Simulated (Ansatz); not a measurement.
`C[Se][Al]([F])[F]` + `[GaH3]` → `C[Se][GaH2]` + `[F][AlH][F]`  (formal exchange of groups at the Se–Al bond)

Gas-phase electronic energies from Ansatz, PBE0-D4/def2-TZVP geometries. CCSD(T)/CBS adds triple-zeta CCSD(T) − MP2 to the extrapolated MP2 energy (def2 sets, frozen cores). This one scheme is used for every species. Functionals use def2-TZVPP. B3LYP here is the variant with VWN-RPA as its local correlation; programs differ in this. HSE06 is defined as in plane-wave codes. For Ga, Se outer-core shells are correlated without core-valence functions, which leaves a few kJ/mol of doubt a bond. Scalar relativity is left out up to krypton. Each species was taken in one conformer, which may not be the lowest.

```
             level  ΔE (kcal/mol)  difference from CCSD(T)/CBS
       LDA (SPW92)           -3.2                         -0.4
            PBE-D4           -2.7                          0.1
         revPBE-D4           -2.3                          0.5
           BLYP-D4           -3.2                         -0.4
         r2SCAN-D4           -1.8                          1.0
            B97M-V           -2.2                          0.6
           PBE0-D4           -2.0                          0.8
          B3LYP-D4           -2.5                          0.3
        r2SCAN0-D4           -1.6                          1.2
          HSE06-D4           -2.0                          0.8
      CAM-B3LYP-D4           -2.0                          0.8
           ωB97X-V           -1.6                          1.2
           ωB97M-V           -1.6                          1.2
            B2PLYP           -2.7                          0.1
          PBE-QIDH           -2.1                          0.7
               PBE           -2.8                          0.0
            revPBE           -2.6                          0.2
              BLYP           -3.4                         -0.6
            r2SCAN           -1.9                          0.9
              PBE0           -2.1                          0.7
             B3LYP           -2.7                          0.1
           r2SCANh           -1.8                          1.0
           r2SCAN0           -1.6                          1.2
             HSE06           -2.1                          0.7
             BHLYP           -2.0                          0.8
           LC-ωPBE           -0.9                          1.9
RPA@PBE/def2-TZVPP           -2.5                          0.3
       HF/def2-SVP           -0.3                          2.5
      MP2/def2-SVP           -2.1                          0.7
     CCSD/def2-SVP           -1.7                          1.1
  CCSD(T)/def2-SVP           -2.0                          0.8
     HF/def2-TZVPP           -1.1                          1.7
SCS-MP2/def2-TZVPP           -2.5                          0.3
   CCSD/def2-TZVPP           -2.2                          0.6
CCSD(T)/def2-TZVPP           -2.5                          0.3
     HF/def2-QZVPP           -1.0                          1.8
    MP2/def2-QZVPP           -2.9                         -0.1
SCS-MP2/def2-QZVPP           -2.5                          0.3
      HF/CBS(def2)           -0.9                          1.9
     MP2/CBS(def2)           -3.1                         -0.3
       CCSD(T)/CBS           -2.8                            0
```

Largest T1 diagnostic among the species: 0.013.

Leaving LDA and LC-ωPBE aside and taking each functional with its dispersion term where it has one, the values spread over 1.6 kcal/mol, from BLYP-D4 to r2SCAN0-D4. From PBE to PBE0 (25 % exact exchange), in def2-TZVPP and without D4, ΔE moves by +0.8 kcal/mol. In def2-TZVPP, CCSD(T) changes the Hartree–Fock value by −1.4 kcal/mol (the triples alone add −0.3 kcal/mol) and MP2 by −1.7 kcal/mol.
